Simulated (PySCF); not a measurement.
## C11H27ClS2Si2: Computed beside measured shifts

System: C11H27ClS2Si2 (measured compound), SMILES CCCCS[Si](C)(C)[Si@@](C)(Cl)SCCCC.

Atom-mapped SMILES (hydrogens are numbered by the atom that bears them): [CH3:1][CH2:2][CH2:3][CH2:4][S:5][Si:6]([CH3:7])([CH3:8])[Si@@:9]([CH3:10])([Cl:11])[S:12][CH2:13][CH2:14][CH2:15][CH3:16]

Level of theory: GIAO KT3/pcSseg-2, gas phase, PySCF SCF with an in-house response code, fitting set def2-universal-JFIT, grid level 2, non-relativistic, on the PBE0-D3(BJ)/def2-SVP geometry.

One optimised conformer. Values are averaged over the atoms that symmetry or fast rotation interchanges, on this one geometry and without vibrational averaging. Shifts are the reference shielding less the shielding here, at the same level (13C, 1H, 29Si against isolated TMS; 33S against isolated CS2); nuclei without a reference have shieldings only.

(1) What shifts does this level give for Si9, Si6, and how do they compare with measurement?

Answers

(1) 
```tsv
atom	nucleus	computed / ppm	measured / ppm	computed less measured	measured against	medium of the measurement
Si9	29Si	29.0	23.1	5.9	TMS	solution
Si6	29Si	-2.1	-1.2	-0.9	TMS	solution
```

Measured values: U. Herzog, Habilitationsschrift, TU Bergakademie Freiberg, 2002/2003.
